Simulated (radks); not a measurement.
The numbers below are computed, except where a source is named.
Coulomb parameter of the 3d shell of the chromium ion Cr3+ in the model configuration [Ar] 3d1.5 4p1.5, as a second difference U = [E(n + 0.25) + E(n - 0.25) - 2 E(n)] / (0.25)^2 with all orbitals relaxed. "Bare": the charge of the atom changes with n. "Screened": the 4p shell takes up the change at fixed total charge, which measures U(3d,3d) + U(4p,4p) - 2 U(3d,4p). Level of theory: scalar-relativistic Kohn-Sham, r2SCAN, spin-unpolarised, spherical densities, finite nucleus; meta-GGA in the generalised Kohn-Sham scheme; Fermi nuclear charge, rms radius 3.6452 fm (a radial shooting solver on a logarithmic mesh with Libxc functionals).

case	configuration	E - E(n) (eV)
start	[Ar] 3d1.5 4p1.5	0.000
bare +0.25	[Ar] 3d1.75 4p1.5	-12.171
bare -0.25	[Ar] 3d1.25 4p1.5	13.360
screened +0.25	[Ar] 3d1.75 4p1.25	-5.972
screened -0.25	[Ar] 3d1.25 4p1.75	6.325

U(bare) = 19.014 eV, U(screened by 4p) = 5.647 eV, against the Slater integral F0(3d,3d) = 24.654 eV with frozen orbitals.
